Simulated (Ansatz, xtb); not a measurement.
**Two isomers of C4H8N2Si**

Structure X: `NC1=CC=C[Si@@H]1N`, a singlet. Structure Y: `NC1=C[Si@@H](N)C=C1`, a singlet. Both are isolated molecules in the gas phase, relaxed with B3LYP/def2-SVP; the shapes shown needn't be the lowest conformers.

X (Å):

```xyz
15

C    -0.8133   -0.8144    0.7011
C    -0.6331    0.5336    0.8269
C     0.7685    0.9802    0.8937
C     1.7660    0.0604    0.8135
N    -2.0068   -1.4720    0.5703
N     1.4164   -2.5658   -0.6803
Si    0.9479   -1.6030    0.6823
H    -2.0418   -2.4701    0.7300
H    -2.8715   -0.9796    0.7714
H    -1.4515    1.2611    0.8725
H     0.9687    2.0529    1.0120
H     2.8216    0.3304    0.8699
H     1.0610   -2.5178    1.8607
H     1.4692   -2.1549   -1.6075
H     1.1935   -3.5548   -0.7263
```

Y (Å):

| atom | x (Å) | y (Å) | z (Å) |
| --- | --- | --- | --- |
| C | 0.8583 | -1.0669 | -0.5609 |
| C | 0.4930 | 0.1145 | 0.0166 |
| C | 0.0639 | -2.1214 | 1.4721 |
| C | 0.6080 | -2.3016 | 0.2554 |
| N | 1.3857 | -1.2569 | -1.8182 |
| N | -1.7836 | 0.2167 | 2.1583 |
| Si | -0.1709 | -0.2545 | 1.7159 |
| H | 1.8929 | -2.1148 | -1.9986 |
| H | 1.7377 | -0.4455 | -2.3117 |
| H | 0.6451 | 1.0719 | -0.4881 |
| H | 0.6721 | 0.2726 | 2.8338 |
| H | -1.9232 | 1.0160 | 2.7673 |
| H | -2.5532 | 0.1181 | 1.5032 |
| H | -0.1563 | -2.9584 | 2.1395 |
| H | 0.8724 | -3.2793 | -0.1689 |

Energies in hartree; the thermal terms are from GFN2-xTB frequencies at re-optimised GFN2-xTB minima (ideal gas, soft modes damped towards free rotors, one conformer each, 298.15 K, 1 atm) and include the zero-point energy:

```
                              X           Y
E, CCSD(T)/def2-SVP  −554.713863  −554.721097
    E, MP2/def2-SVP  −554.617565  −554.624796
  E, MP2/def2-TZVPP  −555.247895  −555.256362
  zero-point energy     0.113426     0.113522
       H(298 K) − E     0.122862     0.122872
       G(298 K) − E     0.081183     0.081382
```

Problem. Correct the CCSD(T) difference for the basis set by the MP2 change, then work out ΔE, ΔE₀, ΔH and ΔG for X → Y in kcal/mol (1 Eh = 627.51 kcal/mol) and the equilibrium ratio [Y]/[X].

Solution. 1. Differences Y − X: CCSD(T) −0.007234, MP2 in the small set −0.007231, MP2 in the large set −0.008467 Eh.
2. ΔE = −0.007234 + (−0.008467 − (−0.007231)) = −0.008470 Eh = −5.32 kcal/mol.
3. ΔE₀ = ΔE + ΔZPE = −0.008470 + (+0.000096) Eh = −5.25 kcal/mol.
4. ΔH = ΔE + (+0.000010) Eh = −5.31 kcal/mol.
5. ΔG = ΔE + (+0.000199) Eh = −5.19 kcal/mol, so ΔS = (ΔH − ΔG)/T = −1.7 J/(mol K).
6. kT = 0.9442 mEh, so K = [Y]/[X] = exp(−ΔG/kT) = exp(+8.76) ≈ 6.4 × 10^3.

Structure Y is favoured at this temperature. An error of 1 kcal/mol in ΔG would change K by a factor of 5.4. Mirror images and further conformers aren't counted.

As drawn, both hold the same kinds of bond in the same numbers.

Other levels gave ΔE = −1.7 (GFN2-xTB); −1.4 (HF/STO-3G, GFN2-xTB geometries); −3.2 (r2SCAN-D4/def2-SVP, GFN2-xTB geometries); −3.0 (B3LYP/def2-SVP); −5.1 (HF/def2-SVP); −4.5 (MP2/def2-SVP); −4.5 (CCSD(T)/def2-SVP) kcal/mol. The correlated steps freeze 11 core orbitals. Programs: Ansatz 0.2.0, xtb 6.7.1.
